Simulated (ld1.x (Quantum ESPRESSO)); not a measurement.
**Which change was made? (Ga, RRKJ)**

Ga (Z = 31), norm-conserving RRKJ (Kleinman–Bylander form), made with ld1.x (Quantum ESPRESSO) 7.5 (PBEsol, non-relativistic). Core [Ne] 3s2, reference 3p6 3d10 4s2 4p1. Waves: 4s (bound): rc 1.80 bohr; 3p (bound): rc 0.60 bohr; 3d (bound): rc 1.10 bohr. Local part: the d channel. Core correction: none. rho0 = 0.01.

Occupied shells without a wave of their own: 4p. They enter only through the test configuration that unscreens the potential.

Cutoffs, loose and tight: the cutoffs (Ry, on a coarse ladder) from which the occupation-weighted sum of valence levels, in a spherical-Bessel basis at the reference potential, stays within 10 and 1 mRy of its value at 400 Ry. They do not see the model core or the augmentation charge, which bear on the density cutoff. Test errors are all-electron minus pseudo excitation energies from the reference, over the configurations 3p6 3d10 4s2 4p0; 3p6 3d10 4s1 4p0; 3p6 3d10 4s0 4p0; 3p6 3d10 4s1 4p2; 3p6 3d10 4s0 4p3; 3p6 3d10 4s2 4p1.3; 3p6 3d9 4s2 4p2; variants that change the core or the reference have their own tests. The largest error is taken over the tests solved by every variant that gives reliable tests at all, those not shown here included: 3p6 3d10 4s0 4p0; 3p6 3d10 4s0 4p3; 3p6 3d10 4s1 4p2; 3p6 3d10 4s2 4p0; 3p6 3d10 4s2 4p1.3.

The base gives: outcome: generated; cutoff, loose: over 300 Ry; cutoff, tight: over 300 Ry; bound ghosts: s; largest test error (meV): +446.

Q: After one change the result is: outcome: generated, misses its reference levels by 0.71 eV; cutoff, loose: over 300 Ry; cutoff, tight: over 300 Ry; bound ghosts: s; largest test error (meV): no test is counted, since the test run did not reproduce the reference configuration. Which change was it?
A. wave 3d (bound): rc 1.10 bohr becomes 3d (bound): rc 1.00 bohr
B. wave 3d (bound): rc 1.10 bohr becomes 3d (bound): rc 1.32 bohr
C. wave 3d (bound): rc 1.10 bohr becomes 3d (bound): rc 1.20 bohr
D. wave 3d (bound): rc 1.10 bohr becomes 3d (bound): rc 1.64 bohr

A: D. The others give: wave 3d (bound): rc 1.10 bohr becomes 3d (bound): rc 1.32 bohr → outcome: generated, misses its reference levels by 0.31 eV; cutoff, loose: over 300 Ry; cutoff, tight: over 300 Ry; bound ghosts: s; largest test error (meV): +1075 | wave 3d (bound): rc 1.10 bohr becomes 3d (bound): rc 1.00 bohr → outcome: generated; cutoff, loose: over 300 Ry; cutoff, tight: over 300 Ry; bound ghosts: s; largest test error (meV): +236 | wave 3d (bound): rc 1.10 bohr becomes 3d (bound): rc 1.20 bohr → outcome: generated, misses its reference levels by 0.22 eV; cutoff, loose: over 300 Ry; cutoff, tight: over 300 Ry; bound ghosts: s; largest test error (meV): +758.
